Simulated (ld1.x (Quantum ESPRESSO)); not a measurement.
## PBE TM semilocal dataset for Cr (Z = 24), scalar-relativistic all-electron reference.

- Element: Cr
- Generator: ld1.x (Quantum ESPRESSO) 7.5
- Type: norm-conserving Troullier–Martins (semilocal form)
- Functional: PBE
- Relativity: scalar-relativistic
- Frozen core: [Ne] 3s2
- Valence charge: 12
- Reference configuration: 3p6 3d5.5 4s0.5 4p0
- Partial waves: 4s (bound): rc 2.45 bohr; 3d (bound): rc 1.35 bohr; 4f channel at 0.05 Ry: rc 2.30 bohr; 3p (bound): rc 1.55 bohr
- Local potential: the p channel
- Core correction: Bessel-smoothed model core inside 1.15 bohr

All-electron outer shells of the reference configuration (PBE, scalar-relativistic, ld1.x):

```tsv
shell	level (eV)	outermost node (bohr)	outermost maximum (bohr)
2p	-559.29	–	0.20
3s	-72.67	0.36	0.78
3p	-44.17	0.33	0.80
4s	-3.71	1.12	2.81
3d	-1.94	–	0.85
4p	-0.87	1.26	4.15
```

**Question.** Estimate the cutoffs (Ry, on a coarse ladder) from which the occupation-weighted sum of valence levels, in a spherical-Bessel basis at the reference potential, stays within 10 and 1 mRy of its value at 400 Ry.

**Answer.** 110 Ry and 140 Ry.

**Question.** Which valence shell sets the plane-wave cutoff?

**Answer.** 3d: its level needs 120 Ry to come within 1 mRy, against 55 Ry for 3p.

**Question.** Tests: 3p6 3d5 4s1 4p0; 3p6 3d5 4s0 4p0; 3p6 3d4 4s0 4p0; 3p6 3d5 4s0.5 4p0; 3p6 3d4 4s2 4p0; 3p6 3d3 4s0 4p0; 3p6 3d4 4s1 4p0. Which has the largest error in its energy relative to the reference configuration, and how large is it?

**Answer.** 3p6 3d4 4s2 4p0, with -85 meV (all-electron minus pseudo) on -0.83 eV.
